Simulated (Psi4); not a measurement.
C$_{5}$H$_{11}$Si (SMILES [CH]=C[Si](C)(C)C), doublet (typed; the unrestricted solution is spin-contaminated), geometry from GFN2-xTB; HF/aug-pcseg-1 in Psi4.

Psi4 was given this input:
```
memory 2 GB

molecule mol {
0 2
  C     0.144486    2.335171   -1.124129
  C     0.651027    1.505237   -0.281172
  Si   -0.004339   -0.271609    0.140658
  C    -0.409435   -0.312596    2.005301
  C    -1.558082   -0.651145   -0.892946
  C     1.389296   -1.513283   -0.257712
  H    -0.695049    2.323296   -1.785124
  H     1.537671    1.763762    0.286401
  H    -0.777287   -1.289581    2.305473
  H    -1.170476    0.418573    2.260606
  H     0.468726   -0.094885    2.605757
  H    -2.349375    0.063478   -0.688645
  H    -1.342023   -0.608948   -1.956012
  H    -1.945970   -1.642160   -0.675452
  H     2.282388   -1.305539    0.323958
  H     1.083091   -2.531419   -0.035100
  H     1.665300   -1.474361   -1.307131
}

set basis aug-pcseg-1
set reference uhf

energy('scf')
print_variables()
```

It wrote (shortened):

```
   => Loading Basis Set <=

    Name: AUG-PCSEG-1
    Role: ORBITAL
    Keyword: BASIS

         ---------------------------------------------------------
                                   SCF
               by Justin Turney, Rob Parrish, Andy Simmonett
                          and Daniel G. A. Smith
                              UHF Reference
         ---------------------------------------------------------

  ==> Geometry <==

    Molecular point group: c1
    Full point group: C1

    Geometry (in Angstrom), charge = 0, multiplicity = 2:

       Center              X                  Y                   Z               Mass
    ------------   -----------------  -----------------  -----------------  -----------------
         C            0.132035523577     2.291261744506    -1.110728011446    12.000000000000
         C            0.638576523577     1.461327744506    -0.267771011446    12.000000000000
         SI          -0.016789476423    -0.315518255494     0.154058988554    27.976926534650
         C           -0.421885476423    -0.356505255494     2.018701988554    12.000000000000
         C           -1.570532476423    -0.695054255494    -0.879545011446    12.000000000000
         C            1.376845523577    -1.557192255494    -0.244311011446    12.000000000000
         H           -0.707499476423     2.279386744506    -1.771723011446     1.007825032230
         H            1.525220523577     1.719852744506     0.299801988554     1.007825032230
         H           -0.789737476423    -1.333490255494     2.318873988554     1.007825032230
         H           -1.182926476423     0.374663744506     2.274006988554     1.007825032230
         H            0.456275523577    -0.138794255494     2.619157988554     1.007825032230
         H           -2.361825476423     0.019568744506    -0.675244011446     1.007825032230
         H           -1.354473476423    -0.652857255494    -1.942611011446     1.007825032230
         H           -1.958420476423    -1.686069255494    -0.662051011446     1.007825032230
         H            2.269937523577    -1.349448255494     0.337358988554     1.007825032230
         H            1.070640523577    -2.575328255494    -0.021699011446     1.007825032230
         H            1.652849523577    -1.518270255494    -1.293730011446     1.007825032230

  Running in c1 symmetry.

  Rotational constants: A =      0.09968  B =      0.06647  C =      0.06562 [cm^-1]
  Rotational constants: A =   2988.27806  B =   1992.86632  C =   1967.29435 [MHz]
  Nuclear repulsion =  285.927536988971099

  Charge       = 0
  Multiplicity = 2
  Electrons    = 55
  Nalpha       = 28
  Nbeta        = 27

  ==> Algorithm <==

  SCF Algorithm Type is DF.
  DIIS enabled.
  MOM disabled.
  Fractional occupation disabled.
  Guess Type is SAD.
  Energy threshold   = 1.00e-06
  Density threshold  = 1.00e-06
  Integral threshold = 1.00e-12

  ==> Primary Basis <==

  Basis Set: AUG-PCSEG-1
    Blend: AUG-PCSEG-1
    Number of shells: 111
    Number of basis functions: 241
    Number of Cartesian functions: 253
    Spherical Harmonics?: true
    Max angular momentum: 2

   => Loading Basis Set <=

    Name: (AUG-PCSEG-1 AUX)
    Role: JKFIT
    Keyword: DF_BASIS_SCF

  ==> Integral Setup <==

  SCF_SUBTYPE=INCORE selected. In-core MEM_DF algorithm will be used.
  Using in-core AOs.

  ==> MemDFJK: Density-Fitted J/K Matrices <==

    J tasked:                   Yes
    K tasked:                   Yes
    wK tasked:                   No
    Algorithm:                 Core
    Schwarz Cutoff:           1E-12
    Mask sparsity (%):       1.7803
    Fitting Condition:        1E-10

   => Auxiliary Basis Set <=

  Basis Set: (AUG-PCSEG-1 AUX)
    Blend: DEF2-UNIVERSAL-JKFIT
    Number of shells: 229
    Number of basis functions: 701
    Number of Cartesian functions: 820
    Spherical Harmonics?: true
    Max angular momentum: 4

  Minimum eigenvalue in the overlap matrix is 2.8801040391E-05.
  Reciprocal condition number of the overlap matrix is 1.6142630417E-06.
    Using symmetric orthogonalization.

  ==> Pre-Iterations <==

  SCF Guess: Superposition of Atomic Densities via on-the-fly atomic UHF (no occupation information).

   -------------------------
    Irrep   Nso     Nmo
   -------------------------
     A        241     241
   -------------------------
    Total     241     241
   -------------------------

  ==> Iterations <==

                           Total Energy        Delta E     RMS |[F,P]|

   @DF-UHF iter SAD:  -483.26670666532556   -4.83267e+02   0.00000e+00
   @DF-UHF iter   1:  -484.26330704440363   -9.96600e-01   2.82143e-03 DIIS/ADIIS
   @DF-UHF iter   2:  -484.51441290471183   -2.51106e-01   1.13765e-03 DIIS/ADIIS
   @DF-UHF iter   3:  -484.55870561660595   -4.42927e-02   2.52287e-04 DIIS/ADIIS
   @DF-UHF iter   4:  -484.56437807528397   -5.67246e-03   1.09072e-04 DIIS/ADIIS
   @DF-UHF iter   5:  -484.56531642962830   -9.38354e-04   6.14606e-05 DIIS
   @DF-UHF iter   6:  -484.56609118560101   -7.74756e-04   4.40273e-05 DIIS
   @DF-UHF iter   7:  -484.56661348132189   -5.22296e-04   3.76591e-05 DIIS
   @DF-UHF iter   8:  -484.56712976549863   -5.16284e-04   3.16349e-05 DIIS
   @DF-UHF iter   9:  -484.56796250262101   -8.32737e-04   1.31713e-05 DIIS
   @DF-UHF iter  10:  -484.56804003012860   -7.75275e-05   4.17736e-06 DIIS
   @DF-UHF iter  11:  -484.56804296476122   -2.93463e-06   1.80317e-06 DIIS
   @DF-UHF iter  12:  -484.56804364551022   -6.80749e-07   7.21020e-07 DIIS
  Energy and wave function converged.

  ==> Post-Iterations <==

   @Spin Contamination Metric:   1.427298165E-01
   @S^2 Expected:                7.500000000E-01
   @S^2 Observed:                8.927298165E-01
   @S   Expected:                5.000000000E-01
   @S   Observed:                5.000000000E-01

    Orbital Energies [Eh]
    ---------------------

    Alpha Occupied:

[...]
      28A     -0.350741

    Alpha Virtual:

[...]
    Beta Occupied:

[...]
    Beta Virtual:

[...]
     241A      3.881587

    Final Occupation by Irrep:
              A
    DOCC [    27 ]
    SOCC [     1 ]
    NA   [    28 ]
    NB   [    27 ]

  @DF-UHF Final Energy:  -484.56804364551022

   => Energetics <=

    Nuclear Repulsion Energy =            285.9275369889710987
    One-Electron Energy =               -1231.7905347325859111
    Two-Electron Energy =                 461.2949540981046539
    Total Energy =                       -484.5680436455102154

  UHF NO Occupations:
  HONO-2 :   26  A 1.9965123
  HONO-1 :   27  A 1.9326312
  HONO-0 :   28  A 1.0000000
  LUNO+0 :   29  A 0.0673688
  LUNO+1 :   30  A 0.0034877
  LUNO+2 :   31  A 0.0015598
  LUNO+3 :   32  A 0.0007079

Computation Completed

Properties will be evaluated at   0.000000,   0.000000,   0.000000 [a0]

Properties computed using the SCF density matrix

 Multipole Moments:

 ------------------------------------------------------------------------------------
     Multipole            Electronic (a.u.)      Nuclear  (a.u.)        Total (a.u.)
 ------------------------------------------------------------------------------------

 L = 1.  Multiply by 2.5417464519 to convert [e a0] to [Debye]
 Dipole X            :          1.1331015           -1.2940357           -0.1609342
 Dipole Y            :          4.1727760           -4.5637170           -0.3909410
 Dipole Z            :         -1.3133194            1.3928215            0.0795020
 Magnitude           :                                                    0.4301805

 ------------------------------------------------------------------------------------

  Variable Map:
  ----------------------------------------------------------------------------
[...]
  Array Variable Map:
  ----------------------------------------------------------------------------
[...]
[...]
```
